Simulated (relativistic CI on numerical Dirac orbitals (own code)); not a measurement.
Method of calculation: Dirac-Coulomb-Breit CI, separate exchange-only KLI orbitals for each configuration, QED by a radiative potential, unscaled Slater integrals (own radial code, finite nucleus).

CI space (outside the closed core [Ne]): 3s2, 3s 3p, 3p2, 3s 3d, 3d2, 3p 3d, 3p 4s, 3d 4s, 3s 4s, 3s 4p, 3s 4d, 3s 4f, 3s 5s, 3s 5p, 3s 5d, 3s 5f, 4s2, 3s 5g, 3s 6s, 3s 6p, 3s 6d. Levels of other configurations are missing.

At this charge energies of transitions that change n are usually good to better than 1 %, and those within a shell (Δn = 0) to a few per cent.

Outline of the computed level scheme of Cd XXXVII. Lowest level of each configuration: 3s2 1S_0 at 0.00 eV; 3s 3p 3P°_0 at 72.99 eV; 3p2 3P_0 at 176.12 eV; 3s 3d 3D_1 at 246.88 eV; 3p 3d 3F°_2 at 325.72 eV; 3d2 3F_2 at 499.93 eV; 3s 4s 3S_1 at 1114.39 eV; 3s 4p 3P°_0 at 1152.64 eV; 3p 4s 3P°_0 at 1202.62 eV.

Some strong electric-dipole decays among the lowest 43 levels: 3s 4p 1P°_1 → 3s2 1S_0 (7.1e+12 s⁻¹); 3s 4s 1S_0 → 3s 3p 1P°_1 (6.1e+12 s⁻¹); 3s 4s 3S_1 → 3s 3p 3P°_2 (4.4e+12 s⁻¹); 3s 4p 3P°_1 → 3s2 1S_0 (4.0e+12 s⁻¹); 3p 4s 3P°_1 → 3p2 1D_2 (2.7e+12 s⁻¹); 3s 4s 3S_1 → 3s 3p 3P°_1 (2.0e+12 s⁻¹); 3p 4s 3P°_1 → 3p2 3P_0 (1.4e+12 s⁻¹); 3s 4p 3P°_2 → 3s 3d 3D_3 (1.2e+12 s⁻¹).

LS names give the leading component of a level, which can be under half, so a name can repeat, a term be missing and a line seem to break the LS rules.
